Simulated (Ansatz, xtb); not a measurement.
# A geometry optimisation of AlGaH2N2 with r2SCAN-D4/def2-SVP

The starting geometry of this gas-phase singlet was built from a drawn formula by distance geometry; its bonds are those of `[AlH2][Ga]1[N]=[N]1`.

```json
{"atom": "Al", "x (Å)": "-0.7991", "y (Å)": "0.2984", "z (Å)": "0.2485"}
{"atom": "Ga", "x (Å)": "0.0029", "y (Å)": "2.4822", "z (Å)": "-0.0398"}
{"atom": "N", "x (Å)": "0.5306", "y (Å)": "3.9355", "z (Å)": "1.3784"}
{"atom": "N", "x (Å)": "-0.5482", "y (Å)": "4.1916", "z (Å)": "0.7216"}
{"atom": "H", "x (Å)": "-2.0556", "y (Å)": "-0.1111", "z (Å)": "-0.6269"}
{"atom": "H", "x (Å)": "0.4494", "y (Å)": "-0.6227", "z (Å)": "0.5438"}
```

Task: Predict what becomes of its bonds when it is optimised with r2SCAN-D4/def2-SVP.

Result: A new bond forms, giving a structure given below by its coordinates. Distances that change by over a tenth: Al1–Ga2 (2.34 → 2.73 Å), Ga2–N3 (2.10 → 2.41 Å), Ga2–N4 (1.95 → 2.33 Å). Contacts that close: Al1–N3 (4.03 → 1.97 Å).

The energy falls by 3.08 eV over 23 steps:

```
step  E − E(last) (eV)
   1             3.082
   3             2.109
   6             1.028
   8             0.814
  11             0.623
  13             0.540
  16             0.241
  18             0.038
  21             0.000
  23             0.000
```

Final geometry (Å):

```xyz
6

Al   -0.5696    0.7722    0.2394
Ga    0.1593    2.9634   -1.2077
N    -0.3694    2.5311    1.1046
N    -0.1160    3.6618    1.0016
H    -2.1162    0.4035    0.2862
H     0.5919   -0.1581    0.8014
```

From the same start GFN2-xTB ends elsewhere, differing in Al1–Ga2 (4.91 against 2.73 Å here), Al1–N3 (3.00 against 1.97 Å here), Al1–N4 (1.76 against 3.02 Å here), Ga2–N3 (1.90 against 2.41 Å here), Ga2–N4 (3.14 against 2.33 Å here).

No frequencies were run, so the end isn't proven a minimum. Run with Ansatz 0.2.0, 30 s on 2 threads of Intel(R) Xeon(R) Platinum 8375C CPU @ 2.90GHz (Ice Lake) (shared host).
